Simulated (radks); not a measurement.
Spherical quantum dot in the effective-mass picture: electrons in a hard-walled sphere of radius 7.44, with a point charge +2 (a donor) at the centre, all in effective atomic units (hartree* = m*/eps^2 hartree, bohr* = eps/m* bohr), one dielectric constant everywhere. Calculated with a radial shooting solver with Libxc functionals: non-relativistic Kohn-Sham, LDA (Slater exchange, Perdew-Wang correlation), spin-polarised, spherical densities. Levels are named by radial order and angular momentum (1s, 1p, 1d, 2s, ...), and open shells are averaged over m. Each electron was tried in the lowest free levels, single moves between levels near the top were tried too, and the lowest total energy was kept; such a search can miss a lower state. At N = 1 the Hartree and exchange-correlation terms need not cancel, so that row can carry a self-interaction error.

N                         open shells  2S  mu = E(N) - E(N-1) (hartree*)  addition energy mu(N+1) - mu(N) (hartree*)  e(HOMO) (hartree*)
1                    1s(up 1, down 0)   1                        -1.9418                                       1.049             -1.5105
2                                none   0                       -0.89269                                       1.017            -0.57024
3                    2s(up 1, down 0)   1                        0.12480                                      0.1781             0.19839
4                                none   0                        0.30294                                      0.2007             0.38179
5                    1p(up 1, down 0)   1                        0.50367                                      0.1613             0.58657
6   1p(up 3, down 0) 2s(up 1, down 0)   4                        0.66500                                      0.1759             0.74370
7                    1p(up 3, down 0)   3                        0.84090                                      0.1943             0.91905
8                    1p(up 3, down 1)   2                         1.0352                                      0.1590              1.1144
9                    1p(up 3, down 2)   1                         1.1942                                      0.1602              1.2742
10                               none   0                         1.3544                                      0.2452              1.4346
11                   1d(up 1, down 0)   1                         1.5997                                      0.1565              1.6778
12                   1d(up 2, down 0)   2                         1.7562                                      0.1568              1.8345
13                   1d(up 3, down 0)   3                         1.9130                                      0.1570              1.9915
14                   1d(up 4, down 0)   4                         2.0700                                      0.1570              2.1485
15                   1d(up 5, down 0)   5                         2.2270                                      0.1918              2.3054
16                   1d(up 5, down 1)   4                         2.4187                                      0.1540              2.4956
17                   1d(up 5, down 2)   3                         2.5727                                      0.1544              2.6499
18                   1d(up 5, down 3)   2                         2.7271                                      0.1546              2.8044
19                   1d(up 5, down 4)   1                         2.8818                                      0.1547              2.9591
20                               none   0                         3.0365                                      0.2575              3.1139
21                   1f(up 1, down 0)   1                         3.2940                                      0.1531              3.3705
22                   1f(up 2, down 0)   2                         3.4471                                      0.1532              3.5237
23                   1f(up 3, down 0)   3                         3.6002                                      0.1532              3.6768
24                   1f(up 4, down 0)   4                         3.7534                                      0.1532              3.8300
25                   1f(up 5, down 0)   5                         3.9066                                      0.1532              3.9832
26                   1f(up 6, down 0)   6                         4.0598                                      0.1531              4.1364
27                   1f(up 7, down 0)   7                         4.2129                                      0.1878              4.2895
28                   1f(up 7, down 1)   6                         4.4007                                      0.1515              4.4764
29                   1f(up 7, down 2)   5                         4.5522                                      0.1516              4.6280
30                   1f(up 7, down 3)   4                         4.7038                                      0.1517              4.7796
31                   1f(up 7, down 4)   3                         4.8555                                           -              4.9313

All shells are closed at N = 2, 4, 10, 20 (there: 1s2 1p6 1d10 2s2); the second difference of the energy has clear peaks (12 % above both neighbours; the first and last values, which can be the largest, are not judged, and half-filled shells can peak too) at N = 4, 10, 15, 20, 27.
